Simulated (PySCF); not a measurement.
**Sr (strontium, neutral): UHF calculation**

Configuration: [Kr] 5p2, high-spin 3P determinant (an excited configuration). Computed with PySCF 2.14 in x2c-QZVPPall, with scalar relativity by spin-free X2C-1e.

- Total energy: -3177.210551 hartree
- One-electron energy: -4393.2890 hartree
- Hartree (Coulomb) energy: 1320.0519 hartree
- Exchange energy: -103.9734 hartree
- ⟨S²⟩: 2.0000
- ⟨L²⟩: 2.001
- Sum of ⟨r⟩: 33.71 bohr
- Sum of ⟨r²⟩: 99.66 bohr²
- Traceless quadrupole moment −½Σ⟨3z² − r²⟩ along its main axis: 14.6 e·bohr²
- Langevin diamagnetic susceptibility: -78.9 ×10⁻⁶ cm³/mol

```tsv
shell	electrons	mean orbital energy (hartree)	spread (hartree)	rms radius, mean of both spins (bohr)
1s α	1	-595.33393	0	0.0451
1s β	1	-595.33306	0	0.0451
2s α	1	-83.19566	0	0.187
2s β	1	-83.19509	0	0.187
2p α	3	-73.73801	0.00035	0.166
2p β	3	-73.73701	0.00069	0.166
3s α	1	-14.04297	0	0.524
3s β	1	-14.04144	0	0.524
3p α	3	-10.89402	0.00024	0.535
3p β	3	-10.89211	0.00184	0.535
3d α	5	-5.67668	0.00103	0.547
3d β	5	-5.67568	0.00180	0.547
4s α	1	-2.03682	0	1.46
4s β	1	-2.03018	0	1.46
4p α	3	-1.18698	0	1.67
4p β	3	-1.18072	0.00751	1.67
5p α	2	-0.13729	0	6.05
```

Densities and radii are taken from the X2C orbitals without a picture-change correction, which distorts them close to the nucleus.

Spin-orbit constants ζ (cm⁻¹) from the X2C one-electron operator on these orbitals: bare nucleus, nucleus screened by l(l+1)(2l+1)/3 electrons, and screened by the Breit-Pauli mean field of the electrons.

```
shell    bare  screened nucleus  mean field
   2p  375700            356000         n/a
   3p   58150             55090         n/a
   3d    7693              5668         n/a
   4p    5935              5623         n/a
   5p   268.6             254.4         n/a
```

To first order the Landé constant is A = 127.2 cm⁻¹, so the lowest level has J = 0 and lies 0.0315 eV below the centre of the term. This holds in LS coupling only.
